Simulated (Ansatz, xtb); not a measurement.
Relative energy of two structures of H8In2N2

Structure X: a singlet given by its coordinates. Structure Y: `[NH2+]1[InH2-][NH2+][InH2-]1`, a singlet. Both are isolated molecules in the gas phase, relaxed with PBE0-D4/def2-SVP.

X (Å):

```xyz
12

In    0.3762    0.7804    0.9435
In    3.2228    1.3071    0.8099
N    -1.6289    0.4349    1.1048
N     0.4141   -0.0766   -1.3834
H    -2.1698    0.6344    1.9401
H    -2.2294    0.0432    0.3867
H     1.4125    0.0470   -1.5873
H    -0.1139    0.4526   -2.0774
H     0.1890   -1.0626   -1.5160
H     3.3472    3.0334    0.9487
H     3.2159    0.6781   -0.8534
H     3.9143    0.2492    2.0003
```

Close contacts (Å): In1–In2 2.90, In1–N3 2.04, In1–N4 2.48, In2–H10 1.74, In2–H11 1.78, In2–H12 1.74, N3–H5 1.01, N3–H6 1.01, N4–H7 1.03, N4–H8 1.02, N4–H9 1.02.

Y (Å):

```xyz
12

In   -1.2016   -0.9900   -0.7286
In    1.1881    1.3335   -0.8925
N    -0.4063    0.6768    0.5233
N     0.3927   -0.3332   -2.1445
H    -1.0966    1.4008    0.7243
H    -0.0474    0.3716    1.4283
H    -2.7327   -0.5103   -1.3688
H    -0.7171   -2.4876   -0.0166
H     0.0336   -0.0277   -3.0494
H     1.0829   -1.0572   -2.3458
H     0.7037    2.8312   -1.6045
H     2.7192    0.8537   -0.2524
```

Q: Estimate E(Y) − E(X) at the level CCSD(T)/def2-SVP + ΔMP2/def2-TZVPP.

A: Calculated at CCSD(T)/def2-SVP + ΔMP2/def2-TZVPP: E(Y) − E(X) = −83.0 kJ/mol, so structure Y lies lower.

The same difference at several levels:

| level | geometry | E(Y) − E(X) (kJ/mol) | departure from the last row (kJ/mol) | job, with rough time for the two |
| --- | --- | --- | --- | --- |
| PBE0-D4/def2-SVP | PBE0-D4/def2-SVP | −88.7 | −5.7 | optimisation, 3 min |
| HF/def2-SVP | PBE0-D4/def2-SVP | −109.7 | −26.7 | part of the CCSD(T) run |
| MP2/def2-SVP | PBE0-D4/def2-SVP | −124.9 | −41.8 | part of the CCSD(T) run |
| CCSD(T)/def2-SVP | PBE0-D4/def2-SVP | −114.9 | −31.9 | single point |
| CCSD(T)/def2-SVP + ΔMP2/def2-TZVPP | PBE0-D4/def2-SVP | −83.0 |  | single point, 89 s |

The levels shown agree on the order. The largest departure from CCSD(T)/def2-SVP + ΔMP2/def2-TZVPP is that of MP2/def2-SVP, 41.8 kJ/mol. Levels run at GFN2-xTB geometries aren't shown. The last row adds to CCSD(T) the change of the MP2 difference between the two basis sets, here +31.9 kJ/mol, a large step that makes the value less sure.

With thermal terms from frequencies at re-optimised GFN2-xTB minima (ideal gas, soft modes damped towards free rotors, one conformer each, 298.15 K, 1 atm): the zero-point term adds −5.6 kJ/mol; ΔH is −94.4 and ΔG −74.4 kJ/mol.

The correlated steps freeze 10 core orbitals; the filled d shell of In is correlated, in a basis made for valence electrons. Atoms past krypton carry core potentials in the def2 sets and no spin–orbit term is included. Run with Ansatz 0.2.0, xtb 6.7.1; the last row on 2 threads of Arm Neoverse V1 on a shared host.
